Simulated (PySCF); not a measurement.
**Ionisation energy of Tc⁺ by level of theory**

Tc⁺ [Kr] 4d5 5s1 (7S) → Tc²⁺ [Kr] 4d5 (6S), as a difference of total energies. All numbers are calculated (PySCF 2.14, scalar relativity through the core potential, in def2-QZVPPD with the def2 core potential (28 electrons) (7s5p4d4f2g, 88 functions)). Correlated levels: valence: 4s2 4p6 frozen. The calculations carry no spin-orbit coupling.

| method | ionisation energy (eV) |
| --- | --- |
| UHF | 14.290 |
| MP2 (valence) | 14.869 |
| SCS-MP2 (valence) | 14.483 |
| CCSD (valence) | 14.888 |
| CCSD(T) (valence) | 14.914 |

Problem. How much does correlation contribute at CCSD(T) (valence)?

Solution. 14.914 − (14.290) = 0.624 eV, measured against UHF.

Errors of the correlated levels include the incompleteness of this basis and the frozen core.

For comparison: 15.26 eV (semi-empirical (NIST evaluation); NIST Atomic Spectra Database, ionization energies).
